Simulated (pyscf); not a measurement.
**H₃Si–SiH₂–SiH₂–SiH₃, singlet**

Gas-phase minimum from PySCF at ωB97X-D3(BJ)/def2-SVP, one conformer. 

```
Si
H 1 1.4938
H 1 1.4946 2 108.83
Si 1 2.3328 2 111.75 3 120.77
H 4 1.4938 1 111.74 2 -69.06
H 4 1.4946 5 108.83 1 -120.79
Si 4 2.3353 5 110.82 6 -120.13
H 7 1.4922 4 111.93 5 50.08
H 7 1.4931 8 108.95 4 -120.41
H 7 1.4934 8 109.07 9 -118.28
Si 1 2.3354 2 110.81 3 -120.12
H 11 1.4922 1 111.92 2 50.05
H 11 1.4930 12 108.95 1 -120.41
H 11 1.4934 12 109.07 13 -118.28
```

Properties at ωB97X-D3(BJ)/def2-SVP:

```
Property                                                                                                                                                                                                                                                                                                       Result
---------------------------------------------------------------------------------------------------------------------  ----------------------------------------------------------------------------------------------------------------------------------------------------------------------------------------------
Harmonic wavenumbers, unscaled                                                                                         36, 76, 80, 120, 152, 319, 356, 399, 446, 454, 471, 496, 544, 578, 670, 703, 706, 756, 893, 895, 920, 937, 951, 954, 955, 960, 2226, 2229, 2237, 2238, 2240, 2244, 2250, 2251, 2253, 2256 cm⁻¹
Zero-point energy                                                                                                                                                                                                                                                                                       53.3 kcal/mol
Rotational symmetry number                                                                                                                                                                                                                                                                                          2
Entropy of this conformer at 298 K and 1 atm, rigid rotor and harmonic oscillator, modes under 100 cm⁻¹ raised to 100                                                                                                                                                                                 390.9 J/(mol K)
Dipole moment                                                                                                                                                                                                                                                                                                  0.19 D
```

Single-point totals, which compare only within one level:

| level | total energy (hartree) |
|---|---|
| ωB97X-D3(BJ)/def2-TZVP | -1164.13283 |
| PBE/def2-TZVP | -1163.37838 |
| r²SCAN/def2-TZVP | -1163.88852 |
| B3LYP-D3(BJ)/def2-TZVP | -1164.12183 |
| PBE0-D3(BJ)/def2-TZVP | -1163.51849 |
| M06-2X/def2-TZVP | -1163.89100 |
| ωB97M-D3(BJ)/def2-TZVP | -1164.15955 |

The lowest mode is so soft that the shape along it may change with the basis. Soft torsions are taken as harmonic, which can shift the entropy by several J/(mol K).
